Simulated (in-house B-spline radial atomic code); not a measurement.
Ionising Pt XI (Pt10+) with different functionals

Computed with a radial B-spline atomic code at the basis-set limit: four-component Dirac-Coulomb Hamiltonian, Fermi nucleus of rms radius 5.427 fm, spin-restricted, spherical fractional occupations for the functionals. The ionisation energy is the difference of two self-consistent energies, [Xe] 4f14 → [Kr] 4d10 4f14 5s2 5p5, without Breit or QED terms; ε is the level of the shell that loses the electron (mean over j). The electron is taken from both j subshells in proportion to 2j + 1, so the result is a j average, not the step between ground levels.

Hybrids are left out here: with spherical fractional occupations of an open shell their exact exchange keeps a self-interaction that integer-occupation calculations don't have.

```csv
method,rung,ΔSCF (eV),-ε(5p) (eV)
LDA VWN5,LDA,226.18,215.27
relativistic LDA,LDA,225.88,214.98
LDA PW92,LDA,?,?
LDA exchange-only,LDA,?,?
PBE,GGA,225.70,214.82
PBEsol,GGA,225.81,214.92
BLYP,GGA,225.55,214.65
RPBE,GGA,225.61,214.74
PW91,GGA,225.86,214.97
BP86,GGA,225.88,214.99
AM05,GGA,225.89,214.99
OLYP,GGA,226.28,215.41
```

What does LDA PW92 give?

ΔSCF 226.17 eV, and -ε(5p) = 215.26 eV.

What does LDA exchange-only give?

ΔSCF 224.15 eV, and -ε(5p) = 213.23 eV.

How do they compare with the NIST value?

NIST lists 220.4 eV ± 0.9 (semi-empirical, ground level to ground level). Errors run from +3.75 to +5.88 eV. The correlated functionals all miss on the same side by more than they spread, so the cause is common to them (Breit-QED terms, spin polarisation, the choice among j levels, multiplet and fine-structure energies, or a listed next ion that isn't the cheapest removal here) and closeness doesn't rank the functionals.
